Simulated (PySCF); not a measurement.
## Ce(II) with different ligands

Computed with PySCF 2.14.0, PBE0, def2-SVP on the ligands, density fitting, scalar-relativistic core potentials, no spin-orbit coupling, vacuum. The metal has lcecp-0-SVP with ECP48. Each complex is relaxed within the symmetry of a template of the same shape. Distances are means of the shortest metal–ligand contacts, charges and spins Mulliken's. lcecp potentials hold a fixed number of 4f electrons in the core, out of states, spins and gaps.

| complex | point group | M–first ligand (Å) | charge on M (e) | strongest infrared band, degenerate modes summed (cm⁻¹) | unstable modes (below −25 cm⁻¹) |
| --- | --- | --- | --- | --- | --- |
| [CeOF]− | Cs | 2.059 | 0.26 | 596 | 0 |
| [CeOCl]− | Cs | 2.032 | 0.22 | 627 | 0 |
| [CeSF]− | Cs | 2.647 | 0.22 | 428 | 0 |

**Question.** What does the calculation give for [CeO(OH)]−?

**Answer.** point group: Cs, M–first ligand (Å): 2.059, charge on M (e): 0.17, strongest infrared band, degenerate modes summed (cm⁻¹): 360, unstable modes (below −25 cm⁻¹): 0.
```xyz
4

Ce   -0.0103   -0.0547   -0.4970
O     1.4036    0.0400    0.9962
O    -2.2272    0.0192    0.3504
H    -2.4453    0.0839    1.2873
```

One start shape was tried for each, so a minimum needn't be the lowest isomer. Oxidation states forced by the potential, rare, strongly oxidising or of another configuration in reality: [CeOF]−, [CeO(OH)]−, [CeOCl]−, [CeSF]−.
